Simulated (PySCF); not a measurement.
# Oscillator strengths, rates and cross-sections

Species: CH5GeNO.
SMILES: `O=C[NH][GeH3]`

Level of theory: TDDFT CAM-B3LYP/def2-SVPD, vertical, gas phase, core orbitals frozen in the response in PySCF. One conformer (not necessarily the lowest) at the PBE0-D3(BJ)/def2-SVP geometry, without solvent, vibrations or thermal averaging. The CAM-B3LYP/def2-SVPD calculation is non-relativistic and has no spin–orbit coupling, an omission that weighs most on germanium. Torsions of this conformer, `[O:1]=[CH:2][NH:3][GeH3:4]`: O1–C2–N3–Ge4 0°.

Relations used (vacuum, state to state): A = 0.6670 f ν̃² s⁻¹ (ν̃ in cm⁻¹); τ = 1/A; f = (2/3) ΔE |μ|² in atomic units; ∫σ dE = 109.76 f Mb·eV.

Only emission to the ground state at the vertical energy is counted.

Energies and rates of the computed singlets with f of 0.002 or more:

```tsv
state	λ (nm)	A (s⁻¹)
S3	175.7	9.30×10⁷
S4	165.1	2.00×10⁸
S5	164.8	5.25×10⁷
S6	156.9	4.41×10⁷
S7	156.5	4.29×10⁸
S8	154.3	2.16×10⁸
S10	142.6	2.24×10⁸
```

Go back from the rates to the oscillator strengths and transition dipoles.

f = A / (0.6670 ν̃²), and |μ| follows from f:

```json
{"state": "S3", "f": "0.043", "|μ| (D)": "1.27", "τ": "11 ns", "main configurations (H = HOMO, L = LUMO)": "H-1→L+2 (54%), H→L (22%), H→L+1 (16%)"}
{"state": "S4", "f": "0.082", "|μ| (D)": "1.69", "τ": "5 ns", "main configurations (H = HOMO, L = LUMO)": "H→L (63%), H-1→L+2 (23%)"}
{"state": "S5", "f": "0.021", "|μ| (D)": "0.87", "τ": "19 ns", "main configurations (H = HOMO, L = LUMO)": "H-1→L+1 (51%), H-1→L (39%)"}
{"state": "S6", "f": "0.016", "|μ| (D)": "0.74", "τ": "23 ns", "main configurations (H = HOMO, L = LUMO)": "H-1→L+3 (89%)"}
{"state": "S7", "f": "0.158", "|μ| (D)": "2.29", "τ": "2.3 ns", "main configurations (H = HOMO, L = LUMO)": "H→L+1 (76%), H-1→L+2 (15%)"}
{"state": "S8", "f": "0.077", "|μ| (D)": "1.59", "τ": "4.6 ns", "main configurations (H = HOMO, L = LUMO)": "H→L+3 (88%)"}
{"state": "S10", "f": "0.068", "|μ| (D)": "1.44", "τ": "4.5 ns", "main configurations (H = HOMO, L = LUMO)": "H→L+4 (42%), H-2→L+1 (19%), H→L+6 (18%)"}
```

By what factor does the largest A in the list exceed the smallest?

S7 has 9.7 times the rate of S6.

Suppose S3 emitted 0.3 eV lower with the same transition dipole. How would A change?

At fixed |μ|, A goes as the cube of the energy: (6.76/7.06)³ = 0.88, which makes τ about 12 ns.

How much energy does a mole of photons resonant with S7 carry?

7.921 eV × 96.485 = 764 kJ/mol (183 kcal/mol).

All these states lie below the vertical ionisation energy of 10.16 eV (ΔSCF).

Time: 62 s (with the writing of density and orbital grids); peak memory 0.69 GiB. Hardware: Intel Xeon at 2.70 GHz, one thread, no GPU (shared host).
